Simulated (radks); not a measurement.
All-electron atom: Rh X in [Ar] 3d10 4s1 4p6 4d1 (not the ground configuration).

All-electron calculation, scalar-relativistic Kohn-Sham, PBE, spin-polarised, spherical densities, finite nucleus; open shells are filled with parallel spins first (spin-orbit coupling, left out, can overturn this in heavy ions); Fermi nuclear charge, rms radius 4.4945 fm. Program: a radial shooting solver on a logarithmic mesh with Libxc functionals.

Energy parts (eV):
part                       energy
total                 -129497.436
kinetic                134139.742
electron-nucleus      -306497.283
Hartree                 46473.855
exchange-correlation    -3613.750

Orbitals (lengths in bohr, moments of r in powers of bohr; r(90%) holds 90 % of the orbital's charge):
| orbital | occ. | eigenvalue (eV) | r(90%) |
|---|---|---|---|
| 1s up | 1 | -23208.96 | 0.0585 |
| 1s down | 1 | -23208.66 | 0.0585 |
| 2s up | 1 | -3511.588 | 0.219 |
| 2s down | 1 | -3511.081 | 0.219 |
| 2p up | 3 | -3164.989 | 0.201 |
| 2p down | 3 | -3164.547 | 0.201 |
| 3s up | 1 | -764.1997 | 0.574 |
| 3s down | 1 | -763.7120 | 0.574 |
| 3p up | 3 | -650.2280 | 0.586 |
| 3p down | 3 | -649.7009 | 0.586 |
| 3d up | 5 | -468.4866 | 0.584 |
| 3d down | 5 | -467.8574 | 0.583 |
| 4s up | 1 | -236.4015 | 1.31 |
| 4s down | 0 | -233.3285 | 1.32 |
| 4p up | 3 | -201.2284 | 1.41 |
| 4p down | 3 | -198.2015 | 1.41 |
| 4d up | 1 | -147.6192 | 1.62 |
| 4d down | 0 | -144.8172 | 1.63 |

The highest occupied level is 4d up at -147.62 eV. The configuration is held as typed, so some empty levels lie below it. The spin density at the nucleus is 234.3 e/bohr^3 (1s 1.0, 2s -0.2, 3s 0.2, 4s 233.3).
